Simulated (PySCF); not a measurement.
Compound: C7H6F4.
Numbering: `[F:1][C@@H:2]1[CH:3]=[C:4]([C:5]([F:6])([F:7])[F:8])[C@H:9]2[CH2:10][C@@H:11]12` (hydrogens: H12 on C2; H13 on C3; H14 on C9; H15, H16 on C10; H17 on C11)

The same species was optimised twice, with GFN2-xTB and with PBE0-D3(BJ)/def2-SVP (PySCF), and the same property calculations (PySCF, gas phase) were run on both structures.

```
     coordinate  GFN2-xTB  PBE0-D3(BJ)/def2-SVP  change
      C5–F8 (Å)     1.347                 1.338  -0.009
      C3=C4 (Å)     1.331                 1.339  +0.008
      C5–F7 (Å)     1.339                 1.333  -0.006
      C5–F6 (Å)     1.343                 1.338  -0.005
      C4–C9 (Å)     1.481                 1.485  +0.004
      C2–C3 (Å)     1.506                 1.503  -0.003
     C2–C11 (Å)     1.520                 1.517  -0.003
     C9–C11 (Å)     1.511                 1.509  -0.002
     C9–C10 (Å)     1.508                 1.510  +0.002
      F1–C2 (Å)     1.380                 1.379  -0.001
    C10–C11 (Å)     1.493                 1.494  +0.001
      C4–C5 (Å)     1.493                 1.494  +0.001
 C2–C11–C10 (°)     115.8                 117.9    +2.1
   C4–C5–F6 (°)     112.0                 110.8    -1.2
   F7–C5–F8 (°)     106.5                 107.6    +1.1
   F6–C5–F7 (°)     106.9                 107.8    +0.9
   F6–C5–F8 (°)     106.1                 107.0    +0.9
   C3–C4–C5 (°)     126.3                 125.5    -0.8
   C4–C5–F8 (°)     111.9                 111.1    -0.8
   C4–C5–F7 (°)     113.0                 112.3    -0.7
C3–C4–C5–F6 (°)      -128                  -129      -1
```

Rotational constants: A = 2002, B = 757.9, C = 645.2 MHz (GFN2-xTB) against A = 1989, B = 767.4, C = 652.1 MHz (PBE0-D3(BJ)/def2-SVP). Point groups within 0.08 Å: C1 and C1.

On the GFN2-xTB structure: HOMO (eV) -7.98 [PBE0/pcSseg-1]; LUMO (eV) -1.03 [PBE0/pcSseg-1]; dipole (D) 2.56 [PBE0/pcSseg-1]; GIAO shielding of F1 (ppm) 362.0 [PBE0/pcSseg-1]; GIAO shielding of C2 (ppm) 87.1 [PBE0/pcSseg-1]; GIAO shielding of C3 (ppm) 47.9 [PBE0/pcSseg-1]; GIAO shielding of C4 (ppm) 32.0 [PBE0/pcSseg-1]; GIAO shielding of C5 (ppm) 55.3 [PBE0/pcSseg-1]; GIAO shielding of F6/F7/F8 (mean) (ppm) 252.8 [PBE0/pcSseg-1]; GIAO shielding of C9 (ppm) 160.8 [PBE0/pcSseg-1]; GIAO shielding of C10 (ppm) 161.0 [PBE0/pcSseg-1].

Q: What do these properties become on the PBE0-D3(BJ)/def2-SVP structure?

A: 
```json
{"property": "HOMO (eV)", "level": "PBE0/pcSseg-1", "on GFN2-xTB": "-7.98", "on PBE0-D3(BJ)/def2-SVP": "-7.95", "change": "+0.03"}
{"property": "LUMO (eV)", "level": "PBE0/pcSseg-1", "on GFN2-xTB": "-1.03", "on PBE0-D3(BJ)/def2-SVP": "-1.00", "change": "+0.03"}
{"property": "dipole (D)", "level": "PBE0/pcSseg-1", "on GFN2-xTB": "2.56", "on PBE0-D3(BJ)/def2-SVP": "2.47", "change": "-0.09"}
{"property": "energy, GFN2-xTB geometry as zero (kcal/mol)", "level": "PBE0/pcSseg-1", "on GFN2-xTB": "0.0", "on PBE0-D3(BJ)/def2-SVP": "-0.5", "change": "-0.5"}
{"property": "GIAO shielding of F1 (ppm)", "level": "PBE0/pcSseg-1", "on GFN2-xTB": "362.0", "on PBE0-D3(BJ)/def2-SVP": "361.5", "change": "-0.5"}
{"property": "GIAO shielding of C2 (ppm)", "level": "PBE0/pcSseg-1", "on GFN2-xTB": "87.1", "on PBE0-D3(BJ)/def2-SVP": "88.4", "change": "+1.3"}
{"property": "GIAO shielding of C3 (ppm)", "level": "PBE0/pcSseg-1", "on GFN2-xTB": "47.9", "on PBE0-D3(BJ)/def2-SVP": "47.3", "change": "-0.6"}
{"property": "GIAO shielding of C4 (ppm)", "level": "PBE0/pcSseg-1", "on GFN2-xTB": "32.0", "on PBE0-D3(BJ)/def2-SVP": "28.5", "change": "-3.5"}
{"property": "GIAO shielding of C5 (ppm)", "level": "PBE0/pcSseg-1", "on GFN2-xTB": "55.3", "on PBE0-D3(BJ)/def2-SVP": "57.2", "change": "+1.9"}
{"property": "GIAO shielding of F6/F7/F8 (mean) (ppm)", "level": "PBE0/pcSseg-1", "on GFN2-xTB": "252.8", "on PBE0-D3(BJ)/def2-SVP": "258.1", "change": "+5.3"}
{"property": "GIAO shielding of C9 (ppm)", "level": "PBE0/pcSseg-1", "on GFN2-xTB": "160.8", "on PBE0-D3(BJ)/def2-SVP": "160.7", "change": "-0.1"}
{"property": "GIAO shielding of C10 (ppm)", "level": "PBE0/pcSseg-1", "on GFN2-xTB": "161.0", "on PBE0-D3(BJ)/def2-SVP": "159.5", "change": "-1.5"}
```

The heavy atoms differ by 0.025 Å rms after alignment. Among bonds between heavy atoms C3=C4 and C5–F8 change most and about equally (-0.009 to +0.008 Å). Changes are differences of the printed values. Neither structure is proved a minimum here.
